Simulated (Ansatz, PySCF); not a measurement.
SnOBr, SMILES [O]=[Sn][Br], multiplicity 2. Atoms are numbered in the order given.

```xyz
3

Sn     0.4948     0.9123     0.0000
O     -1.3331     1.6436     0.0000
Br    -0.2584    -1.4942     0.0000
```
Charge 0, spin multiplicity 2.

Geometry optimised at r2SCAN-D4/def2-TZVP. The def2 effective core potentials stand for the cores of Sn; spin–orbit coupling is left out.

Two levels are set side by side: PBE-D3(BJ)/def2-TZVP (Ansatz, a first-principles code) and r2SCAN-D4/def2-TZVP (Ansatz). Each level has its own optimised geometry; the coordinates shown are those of the second. Frequencies come from the Hessian of PySCF at each geometry. Differences are taken from unrounded values.

```json
[
 {"quantity": "mean bond length (Å)", "r2SCAN-D4": "2.245", "PBE-D3(BJ)": "2.219", "PBE-D3(BJ) minus r2SCAN-D4": "-0.026"},
 {"quantity": "bond Sn1–O2 (Å)", "r2SCAN-D4": "1.969", "PBE-D3(BJ)": "1.890", "PBE-D3(BJ) minus r2SCAN-D4": "-0.079"},
 {"quantity": "bond Sn1–Br3 (Å)", "r2SCAN-D4": "2.522", "PBE-D3(BJ)": "2.549", "PBE-D3(BJ) minus r2SCAN-D4": "0.027"},
 {"quantity": "highest harmonic wavenumber (cm⁻¹)", "r2SCAN-D4": "544", "PBE-D3(BJ)": "640", "PBE-D3(BJ) minus r2SCAN-D4": "96"},
 {"quantity": "mean harmonic wavenumber (cm⁻¹)", "r2SCAN-D4": "282", "PBE-D3(BJ)": "319", "PBE-D3(BJ) minus r2SCAN-D4": "37"},
 {"quantity": "zero-point energy (kcal/mol)", "r2SCAN-D4": "1.21", "PBE-D3(BJ)": "1.37", "PBE-D3(BJ) minus r2SCAN-D4": "0.16"}
]
```
